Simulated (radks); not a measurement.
Results of a calculation; reference values are marked as such.
Excited configurations of the calcium ion Ca2+: one electron is placed in a higher orbital outside [Ne] 3s2 3p5. The ground configuration is [Ar]. Code: a radial shooting solver on a logarithmic mesh with Libxc functionals. Model: non-relativistic Kohn-Sham, PBE, spin-polarised, spherical densities, point nucleus; open shells are filled with parallel spins first. Excitation = E - E(ground); binding = E(ion) - E, where the ion is the core of charge +3; n* = 3/sqrt(2 binding) in atomic units, and the quantum defect is n - n*.

| outer orbital | excitation (eV) | binding (eV) | n* | quantum defect | eigenvalue (eV) | <r> (bohr) |
|---|---|---|---|---|---|---|
| 3d | 26.217 | 24.692 | 2.227 | 0.773 | -18.200 | 1.641 |
| 4s | 29.954 | 20.955 | 2.417 | 1.583 | -17.757 | 3.055 |
| 4p | 34.085 | 16.824 | 2.698 | 1.302 | -14.121 | 3.500 |
| 4f | 42.885 | 8.024 | 3.906 | 0.094 | -6.472 | 5.682 |
| 5p | 41.684 | 9.225 | 3.643 | 1.357 | -7.901 | 6.612 |
| 6p | 45.091 | 5.818 | 4.588 | 1.412 | -5.054 | 10.64 |
| 6d | 46.278 | 4.632 | 5.142 | 0.858 | -3.998 | 12.81 |
| 6f | 47.098 | 3.811 | 5.669 | 0.331 | -3.258 | 14.70 |
| 7s | 46.479 | 4.430 | 5.258 | 1.742 | -3.891 | 14.38 |
| 7p | 46.899 | 4.010 | 5.526 | 1.474 | -3.515 | 15.61 |
| 7f | 48.079 | 2.830 | 6.578 | 0.422 | -2.457 | 20.62 |

Estimate the row for 4d.

Answer. excitation (eV) 39.606; binding (eV) 11.303; n* 3.291; quantum defect 0.709; eigenvalue (eV) -9.382; <r> (bohr) 4.629. The Delta-SCF ionisation energy is 50.909 eV (NIST Atomic Spectra Database: 50.913 eV, measured). Self-interaction in the functional shifts the binding energies and quantum defects, so they are the method's values and not measured ones. Open shells are spherical and high-spin; term and fine-structure splittings are not resolved.
